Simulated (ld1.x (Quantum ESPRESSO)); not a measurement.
The numbers below are computed, except where a source is named.
## Potentials for phosphorus compared

Generated with ld1.x 7.5 (TM, RRKJ, ultrasoft, PAW), atompaw 4.2 or ONCVPSP 4.0.1. The cutoff is in Ry: for ld1.x and atompaw files where the sum of valence levels is converged to 10 mRy in a Bessel basis, for ONCV files where the hardest occupied wave has 1 mHa per electron of residual kinetic energy. The error is the largest all-electron minus pseudo excitation energy over each file’s own four to seven test configurations (ionisations up to +4, promotions, holes and added fractions of an electron), all of which were solved. The labels leave out finer settings (local radius, basis sizes, second energies), which also bear on the numbers. Spin-polarised tests are not counted. The rows are a selection from randomly drawn settings: files with unsolved tests, undetermined cutoffs or missed reference levels are left out.

```csv
potential,cutoff (Ry),largest error (meV),bound ghosts
"TM, PBE, non-relativistic, rc 1.50/1.60 (sp), local s, core correction yes, reference 3s2 3p0",35,+103,none
"TM semilocal, BLYP, scalar-relativistic, rc 1.25/1.95 (sp), local p, core correction no, reference 3s1.75 3p3.25",40,+37,none
"ultrasoft, PBE, fully relativistic, rc 1.30/1.55/1.90 (spd), local smoothed, core correction yes, reference 3s2 3p2.5",21,+7.0,none
"PAW, PBEsol, non-relativistic, rc 1.55/1.70/1.55 (spd), local smoothed, core correction yes, reference 3s2 3p3",15,-143,none
"TM, PBE, scalar-relativistic, rc 1.70/1.40 (sp), local smoothed, core correction no, reference 3s2 3p1",35,+143,none
"TM semilocal, LDA (PZ), scalar-relativistic, rc 1.65/1.70 (sp), local s, core correction yes, reference 3s2 3p3",25,+167,none
"TM, LDA (PZ), scalar-relativistic, rc 1.45/1.60/1.70 (spd), local smoothed, core correction no, reference 3s2 3p3",21,+525,none
"TM, PBEsol, scalar-relativistic, rc 1.10/1.35/1.15 (spd), local p, core correction yes, reference 3s2 3p3",70,+70,none
```

Task: Fill in the row for P: ultrasoft, PBEsol, non-relativistic, rc 1.45/1.50 (sp), local smoothed, core correction yes, reference 3s2 3p1.

Result: cutoff 18 Ry, largest error +9.9 meV, bound ghosts: none.
